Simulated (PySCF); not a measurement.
Relaxation of singlet [LuH2]+

Computed with PySCF, PBE0, basis Lu def2-TZVP with ECP28, H def2-TZVP (scalar-relativistic core potentials, no spin–orbit coupling, density fitting). A (50,194) grid was used.

A hand-made linear start, of D∞h symmetry, held to at least that symmetry:

```xyz
3
charge 1 multiplicity 1, angstrom
Lu    0.0000    0.0000    0.0000
H     0.0000    0.0000    1.9012
H     0.0000    0.0000   -1.9012
```

Optimiser trace:
```csv
step,E − E(last) (kJ/mol),largest gradient (Eh/bohr)
0,3.50,0.01250
1,1.16,0.00701
2,0.01,0.00063
3,0.00,0.00003
```

It ends at D∞h with Lu–H 1.959 Å (×2); H–Lu–H 180.0°. A frequency run shows 2 imaginary modes (one degenerate set), down to 835i cm⁻¹, so it is a higher-order saddle point. Other isomers or separated fragments may lie lower.

Final geometry:
```xyz
3
charge 1 multiplicity 1, angstrom
Lu    0.0000    0.0000    0.0000
H     0.0000    0.0000    1.9594
H     0.0000    0.0000   -1.9594
```
